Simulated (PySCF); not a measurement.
Mo(O)(S)(Cl)(SH) (ClHMoOS2), SMILES [O]=[Mo](=[S])([SH])[Cl], multiplicity 1.

Geometry: B3LYP-D3(BJ)/def2-SVP. The spin state was assumed, not searched. The structure was generated by enumeration; whether it is a known compound was not checked. The def2 effective core potentials stand for the cores of Mo; spin–orbit coupling is left out. Other conformers were not sampled.

Calculation: B3LYP-D3(BJ)/def2-SVP in PySCF 2.14.0.

Frequencies are harmonic and unscaled.

Question: Give all harmonic wavenumbers and intensities. (An estimate is asked for; the answer gives what the named calculation found.)

Answer: 
```json
[
 {"mode": "1", "ν (cm⁻¹)": "119", "IR (km/mol)": "0.3", "Raman (Å⁴/amu)": "5.7", "depolarisation": "0.75", "moving atoms (share of kinetic energy)": "S 42 %, Cl 40 %, Mo 13 %"},
 {"mode": "2", "ν (cm⁻¹)": "146", "IR (km/mol)": "0.7", "Raman (Å⁴/amu)": "6.8", "depolarisation": "0.75", "moving atoms (share of kinetic energy)": "S 55 %, Cl 30 %, Mo 11 %"},
 {"mode": "3", "ν (cm⁻¹)": "149", "IR (km/mol)": "0.5", "Raman (Å⁴/amu)": "5.7", "depolarisation": "0.61", "moving atoms (share of kinetic energy)": "S 57 %, Mo 25 %"},
 {"mode": "4", "ν (cm⁻¹)": "199", "IR (km/mol)": "3.9", "Raman (Å⁴/amu)": "2.8", "depolarisation": "0.75", "moving atoms (share of kinetic energy)": "O 64 %, S 13 %, Cl 10 %"},
 {"mode": "5", "ν (cm⁻¹)": "262", "IR (km/mol)": "1.6", "Raman (Å⁴/amu)": "5.1", "depolarisation": "0.74", "moving atoms (share of kinetic energy)": "O 59 %, S 24 %"},
 {"mode": "6", "ν (cm⁻¹)": "310", "IR (km/mol)": "23.8", "Raman (Å⁴/amu)": "2.1", "depolarisation": "0.73", "moving atoms (share of kinetic energy)": "H 80 %, O 12 %"},
 {"mode": "7", "ν (cm⁻¹)": "395", "IR (km/mol)": "11.7", "Raman (Å⁴/amu)": "21.2", "depolarisation": "0.07", "moving atoms (share of kinetic energy)": "S 54 %, Cl 22 %, Mo 18 %"},
 {"mode": "8", "ν (cm⁻¹)": "422", "IR (km/mol)": "68.7", "Raman (Å⁴/amu)": "2.5", "depolarisation": "0.72", "moving atoms (share of kinetic energy)": "Cl 43 %, Mo 37 %, S 17 %"},
 {"mode": "9", "ν (cm⁻¹)": "568", "IR (km/mol)": "48.1", "Raman (Å⁴/amu)": "17.5", "depolarisation": "0.31", "moving atoms (share of kinetic energy)": "S 63 %, Mo 26 %, H 10 %"},
 {"mode": "10", "ν (cm⁻¹)": "616", "IR (km/mol)": "15.5", "Raman (Å⁴/amu)": "10.0", "depolarisation": "0.31", "moving atoms (share of kinetic energy)": "H 84 %, S 11 %"},
 {"mode": "11", "ν (cm⁻¹)": "1039", "IR (km/mol)": "129.2", "Raman (Å⁴/amu)": "17.6", "depolarisation": "0.13", "moving atoms (share of kinetic energy)": "O 85 %, Mo 15 %"},
 {"mode": "12", "ν (cm⁻¹)": "2657", "IR (km/mol)": "8.2", "Raman (Å⁴/amu)": "97.1", "depolarisation": "0.27", "moving atoms (share of kinetic energy)": "H 97 %"}
]
```
